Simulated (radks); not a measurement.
Q: The tantalum ion Ta12+ is in [Kr] 4d10 4f12 5s2 5p1. Calculated with a radial shooting solver on a logarithmic mesh with Libxc functionals: scalar-relativistic Kohn-Sham, PBE, spin-polarised, spherical densities, finite nucleus; Fermi nuclear charge, rms radius of each element as measured or else 0.836 A^(1/3) + 0.57 fm. Open shells are filled with parallel spins first. One electron is removed from 4f, 4d, 5p, 5s in turn, with full relaxation. Which removal costs least, and what does each cost?

A: 5p 243.86 eV; 4f 264.48 eV; 5s 283.95 eV; 4d 466.43 eV. The 5p electron leaves first.
